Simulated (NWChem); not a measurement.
Species: InHBr$_{2}$; SMILES [Br][InH][Br]

Results from NWChem. All runs use the structure optimised with PBE0/def2-SVP. Not confirmed as a minimum by frequencies. def2 effective core potentials on In; no spin-orbit coupling. Ions are spin-unrestricted doublets at the neutral geometry; other ion states weren't tried.

**Question.** Predict the results for PBE0/def2-SVP. Quantities: −ε(HOMO) (eV).

**Answer.** 
| Item | Result |
|---|---|
| −ε(HOMO) (eV) | 8.24 |
